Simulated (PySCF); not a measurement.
C2H9FOSi2, SMILES C[SiH2]CO[SiH2]F. Atoms are numbered in the order given.

```xyz
15

C      2.8393    -0.3172     0.2563
Si     1.8529     0.1717    -1.2598
C      0.0952     0.6603    -0.7260
O     -0.4553    -0.4431     0.0076
Si    -2.0018    -0.4651     0.5836
F     -2.1789     0.6591     1.7430
H      2.9717     0.5400     0.9356
H      3.8368    -0.7006    -0.0084
H      2.2991    -1.1052     0.8044
H      2.4654     1.3414    -1.9671
H      1.7546    -0.9688    -2.2213
H      0.1238     1.5684    -0.0919
H     -0.5360     0.9047    -1.6037
H     -2.9725    -0.1146    -0.4887
H     -2.2132    -1.8033     1.1785
```

Geometry optimised at r2SCAN-D4/def2-SVP. The structure was generated by enumeration, and PubChem lists no compound with its InChIKey, so it may never have been made. The values are those of a single conformer.

Two levels are set side by side: PBE/pcSseg-1 (PySCF) and HF/pcSseg-1 (PySCF). GIAO shifts against CFCl3 (¹⁹F), H2O (¹⁷O), TMS (²⁹Si), TMS (¹H), TMS (¹³C) at the same level; non-relativistic, no solvent, atoms listed together averaged. Differences are taken from unrounded values.

```
quantity                    PBE
-----------------------  ------
δ(¹³C) of C1 (ppm)         -8.2
δ(²⁹Si) of Si2 (ppm)      -39.9
δ(¹³C) of C3 (ppm)         60.9
δ(¹⁷O) of O4 (ppm)         62.6
δ(²⁹Si) of Si5 (ppm)      -15.6
δ(¹⁹F) of F6 (ppm)       -191.7
δ(¹H) of H14, H15 (ppm)    5.35
```

Task: These are the PBE values. What does HF give? (The exact figures need the calculation; the answer reports its results.)

Result: 
```tsv
quantity	HF	PBE minus HF
δ(¹³C) of C1 (ppm)	-6.1	-2.1
δ(²⁹Si) of Si2 (ppm)	-33.0	-6.9
δ(¹³C) of C3 (ppm)	51.0	9.9
δ(¹⁷O) of O4 (ppm)	4.6	58.0
δ(²⁹Si) of Si5 (ppm)	-29.7	14.1
δ(¹⁹F) of F6 (ppm)	-139.3	-52.4
δ(¹H) of H14, H15 (ppm)	4.54	0.81
```

Rough cost on one machine, each run with all the roots and properties that it gave: HF against PBE within a factor of 2.
